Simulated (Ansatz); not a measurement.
Reaction (formal exchange of groups at a Ge–O bond): `OB(O)[O][GeH3]` + `FCF` → `F[CH](F)[GeH3]` + `OB(O)O`

Isolated molecules relaxed with PBE0-D4/def2-TZVP in Ansatz; ΔE leaves out vibrations. CCSD(T)/CBS is the MP2 limit (def2-TZVPP, def2-QZVPP) plus CCSD(T) − MP2 in def2-TZVPP, frozen cores. This one scheme is used for every species. For Ge outer-core shells are correlated without core-valence functions, which leaves a few kJ/mol of doubt a bond. Scalar relativity is left out up to krypton. One conformer a species, not always the lowest.

`OB(O)[O][GeH3]`:

```xyz
10

O    -0.125    1.109    1.184
B    -0.047   -0.248    1.016
O    -0.072   -1.058    2.120
O     0.052   -0.770   -0.235
Ge    0.090    0.226   -1.724
H    -0.192    1.361    2.107
H    -0.011   -1.985    1.881
H    -1.217    1.023   -1.822
H     1.316    1.147   -1.675
H     0.206   -0.806   -2.852
```

`FCF`:

Cartesian coordinates in Å:
```
F -0.347 0.839 -0.944
C -0.025 -0.070 0.003
F 0.825 0.506 0.882
H -0.935 -0.363 0.534
H 0.482 -0.912 -0.476
```

`F[CH](F)[GeH3]`:

Cartesian coordinates in Å:
```
F -1.084 1.465 0.662
C -0.598 0.719 -0.369
F 0.139 1.547 -1.160
Ge 0.546 -0.760 0.332
H -1.455 0.377 -0.960
H -0.323 -1.655 1.224
H 1.693 -0.134 1.132
H 1.081 -1.559 -0.863
```

`OB(O)O`:

```xyz
7

O    -0.285   -1.275   -0.398
B     0.000    0.000    0.000
O     0.712    0.215    1.146
O    -0.428    1.061   -0.747
H     0.068   -1.931    0.207
H     0.848    1.149    1.319
H    -0.916    0.783   -1.525
```

| species | HF/def2-QZVPP energy (Eh) |
| --- | --- |
| `OB(O)[O][GeH3]` | -2327.91427 |
| `FCF` | -238.01941 |
| `F[CH](F)[GeH3]` | -2314.57299 |
| `OB(O)O` | -251.32587 |

Work out ΔE.

ΔE = (-2314.57299) + (-251.32587) − (-2327.91427) − (-238.01941) = 0.03482 Eh = +91.4 kJ/mol. CCSD(T)/CBS gives +68.2 kJ/mol.

Largest T1 diagnostic among the species: 0.012.

From PBE to PBE0 (25 % exact exchange), in def2-TZVPP and without D4, ΔE moves by +7.0 kJ/mol. In def2-TZVPP, CCSD(T) changes the Hartree–Fock value by −17.5 kJ/mol (the triples alone add −1.5 kJ/mol) and MP2 by −14.3 kJ/mol.
